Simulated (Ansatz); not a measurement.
Match the barriers

Saddle point of ZnH4SO, singlet (ZnH₂SO ([OH][Zn][SH]) + H₂ → ZnH₂O ([OH][ZnH]) + H₂S (still joined by a long Zn–S bond); bonds formed: Zn1–H5, S2–H4; bonds broken: H4–H5; bonds weakened to dative contacts: Zn1–S2), PBE0-D4/def2-TZVP structure:

| atom | x (Å) | y (Å) | z (Å) |
| --- | --- | --- | --- |
| Zn1 | -0.0507 | 0.5732 | -0.2345 |
| S2 | 0.8615 | -1.4248 | 0.8460 |
| O3 | -0.4373 | 1.1678 | -1.8740 |
| H4 | 0.3177 | 0.0360 | 1.4517 |
| H5 | -0.1121 | 1.0434 | 1.4059 |
| H6 | -0.3748 | -1.9390 | 0.9691 |
| H7 | -0.2043 | 0.5434 | -2.5642 |

Computed with Ansatz 0.2.0 (basis: def2-TZVPP, with def2-QZVPP for the basis limit); correlated methods freeze the cores. The 3s and 3p shells of Cu and Zn are frozen; filled d shells are correlated. Extrapolation: Hartree–Fock as exp(−7.88 √X), correlation as X^−2.97. Four methods, as single points on the PBE0-D4 structures, gave these electronic barriers from the start structure: 1.315, 1.427, 1.673, 2.022 eV.

Task: The methods were, in alphabetical order, HF, MP2, PBE-D4, PBE0-D4. Which gave which? (A judgement: the text doesn't fix the answer.)

Result: Computed: PBE-D4 1.315; PBE0-D4 1.427; MP2 1.673; HF 2.022 eV. For comparison, CCSD(T) at an estimated basis limit (MP2 extrapolated from triple and quadruple zeta, plus CCSD(T) − MP2 in triple zeta) gives 1.651 eV.

T1 diagnostic: at most 0.017.

Labels in which every atom is bracketed show which atoms are joined, not bond orders.

For scale, one of the runs: CCSD(T)/def2-TZVPP, 193 basis functions, launched by `ansatz run in.yaml --threads 4 --pin off --events-out ev --progress --plain --max-ram 9574MiB`. Time: 43 s of wall clock on 4 CPU threads of an Arm Neoverse V1; the host was shared. Peak host memory: 2.1 GiB.
